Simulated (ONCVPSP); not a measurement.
Which setting gave this result? (Zn (Z = 30), ONCV)

Base potential:

* Element: zinc
* Generator: ONCVPSP 4.0.1
* Type: optimised norm-conserving Vanderbilt (ONCV)
* Functional: PBEsol
* Relativity: fully relativistic
* Frozen core: [Ne]
* Valence charge: 20
* Reference configuration: 3s2 3p6 3d10 4s2
* Partial waves: 3s+4s: rc 1.25 bohr, ncon 3, nbas 6, qcut 8.1 1/bohr, 2 projectors; 3p: rc 1.00 bohr, ncon 4, nbas 7, qcut 15.6 1/bohr, 2 projectors, debl 3.9 Ha; 3d: rc 0.70 bohr, ncon 4, nbas 7, qcut 12.7 1/bohr, 3 projectors, debl 2 Ha
* Local potential: polynomial inside 0.70 bohr (lpopt 5, dvloc0 3 Ha)
* Core correction: polynomial model core, fcfact 0.3

Open shells are filled in proportion to 2j + 1.

Cutoffs, loose and tight: the cutoffs (Ha) at which the residual kinetic energy of the hardest occupied pseudo-wave falls to 1 and 0.1 mHa per electron. They do not see the model core or the augmentation charge, which bear on the density cutoff. Test errors are all-electron minus pseudo excitation energies from the reference, over the configurations 3s2 3p6 3d10 4s1; 3s2 3p6 3d10 4s0; 3s2 3p6 3d9 4s0; 3s2 3p6 3d10 4s1 4p1; variants that change the core or the reference have their own tests.

Only the qcut of the d channel is moved:

| qcut of the d channel (1/bohr) | cutoff, loose | cutoff, tight | bound ghosts | largest test error (meV) |
| --- | --- | --- | --- | --- |
| 7.8 | 381 Ha | 534 Ha | d5/2, d3/2 | +2.5 |
| 11.1 | 369 Ha | 500 Ha | d5/2, d3/2 | +2.8 |
| 12.4 | 357 Ha | 479 Ha | d5/2, d3/2 | +2.9 |
| 14.4 | 331 Ha | 386 Ha | none | +3.2 |
| 15.5 | 304 Ha | 369 Ha | none | +3.2 |
| 17.2 | 152 Ha | 339 Ha | none | +3.3 |
| 19.2 | 162 Ha | 187 Ha | none | +3.4 |

Q: One more run gave cutoff, loose: 378 Ha; cutoff, tight: 522 Ha; bound ghosts: d5/2, d3/2; largest test error (meV): +2.6. Which value of the qcut of the d channel was used?

A: 9.4 1/bohr. The tight cutoff moves one way along this sweep, from 534 Ha at 7.8 to 187 Ha at 19.2 1/bohr, which places the run between 7.8 and 11.1 1/bohr.
